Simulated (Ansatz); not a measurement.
`P[SiH2][AlH][Cl]` + dimethylamine → `CN(C)P` + `[SiH3][AlH][Cl]` at 700 K and 1 bar (cleavage of the P–Si bond).

Calculated with Ansatz (gas phase, PBE0-D4/def2-TZVP geometries, no zero-point term in ΔE). CBS: MP2 limit from def2 TZ/QZ plus the TZ coupled-cluster correction, frozen cores. One conformer a species, not always the lowest.

| species | CCSD(T)/CBS energy (Eh) | H − E (kJ/mol) | S (J/(mol·K)) |
| --- | --- | --- | --- |
| `P[SiH2][AlH][Cl]` | -1334.87683 | 195.0 | 508.0 |
| `CNC` | -135.00321 | 296.9 | 352.4 |
| `CN(C)P` | -476.53702 | 335.7 | 425.9 |
| `[SiH3][AlH][Cl]` | -993.32756 | 147.5 | 429.0 |

H − E and S are ideal-gas, rigid-rotor, harmonic terms from PBE0-D4/def2-TZVP, for one conformer and one mirror image of each species. 1 Eh = 2625.50 kJ/mol, R = 8.31446 J/(mol·K).

Question: By hand: ΔE, ΔH, ΔS and ΔG.

Answer: ΔE = (-476.53702) + (-993.32756) − (-1334.87683) − (-135.00321) = 0.01546 Eh = 40.6 kJ/mol. Δ(H − E) = 335.7 + 147.5 − 195.0 − 296.9 = -8.7, so ΔH = 31.9 kJ/mol. ΔS = 425.9 + 429.0 − 508.0 − 352.4 = -5.5 J/(mol·K). ΔG = 31.9 − 700 × (-5.5)/1000 = 35.8 kJ/mol.

Question: By hand: the equilibrium constant, and the temperature at which ΔG would vanish if ΔH and ΔS stayed fixed.

Answer: log₁₀ K = −ΔG/(RT ln 10) = -2.7. ΔH and −TΔS have one sign here, so there is no such temperature.

The number of gas molecules stays the same, so ΔS is small and ΔH decides. A doubt of 5 kJ/mol in ΔE shifts log₁₀ K by 0.4 here. Other conformers and mirror images would add mixing entropy, several J/(mol·K) or more a flexible species. Modes under 60 cm⁻¹, often nearly free rotors, make the harmonic entropy too high. These are equilibria of isolated gas molecules and say nothing of rates. Largest T1 diagnostic: 0.013 (customary marks: 0.02 for closed shells, 0.045 for open ones).

ΔS is within the doubt of such terms, so its sign, and with it that verdict, could turn.
